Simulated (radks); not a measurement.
The numbers below are computed, except where a source is named.
The nickel ion Ni0.875+, 27.125 electrons, occupied as [Ne] 3s(up 1, down 0.125) 3p6 3d8 4s2 (fractional occupations, a model configuration). Code: a radial shooting solver on a logarithmic mesh with Libxc functionals. Model: non-relativistic Kohn-Sham, PBEsol, spin-polarised, spherical densities, point nucleus; open shells are filled with parallel spins first.

Unscreened Slater integrals over Kohn-Sham orbitals (cm^-1). They are taken over the spin-up orbitals.

integral,value
"F0(4s,4s)",81378
"F0(4s,3d)",103490
"G2(4s,3d)",10734
"F0(4s,3p)",105100
"G1(4s,3p)",6178.7
"F0(3d,3d)",225080
"F2(3d,3d)",104250
"F4(3d,3d)",64890
"F0(3d,3p)",239230
"F2(3d,3p)",113160
"G1(3d,3p)",139470
"G3(3d,3p)",84880
"F0(3p,3p)",257000
"F2(3p,3p)",128590

Derived for the open shells (J is the average intra-shell exchange parameter used in DFT+U). 3d: Racah B = F2/49 - 5 F4/441 = 1392 cm^-1, C = 35 F4/441 = 5150 cm^-1, C/B = 3.70, F4/F2 = 0.622, J = (F2 + F4)/14 = 12080 cm^-1.
